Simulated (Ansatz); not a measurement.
`[OH][SnH2][O][SiH3]` + `C/C(Cl)=C/F` → `C/C(Cl)=C(\F)[SiH3]` + `[OH][SnH2][OH]`  (formal exchange of groups at the Si–O bond)

Calculated with Ansatz (gas phase, PBE0-D4/def2-TZVP geometries, no zero-point term in ΔE). CCSD(T)/CBS is the MP2 limit (def2-TZVPP, def2-QZVPP) plus CCSD(T) − MP2 in def2-TZVPP, frozen cores. This one scheme is used for every species. Double bonds are as drawn, so ΔE can hold a change between cis and trans. DFT in def2-TZVPP. def2 core potentials past Kr. For Sn outer-core shells are correlated without core-valence functions, which leaves a few kJ/mol of doubt a bond. One conformer a species, not always the lowest.

```json
{"level": "ωB97X-V", "ΔE (kJ/mol)": "105.0"}
{"level": "B2PLYP", "ΔE (kJ/mol)": "110.1"}
```

What does CCSD(T)/CBS give? (An estimate is asked.)

Computed: +107.1 kJ/mol. The listed levels differ from it by -2.1, 3.0 kJ/mol.

Largest T1 diagnostic among the species: 0.014.

From PBE to PBE0 (25 % exact exchange), in def2-TZVPP and without D4, ΔE moves by +9.3 kJ/mol. In def2-TZVPP, CCSD(T) changes the Hartree–Fock value by −27.6 kJ/mol (the triples alone add −4.8 kJ/mol) and MP2 by −27.0 kJ/mol.
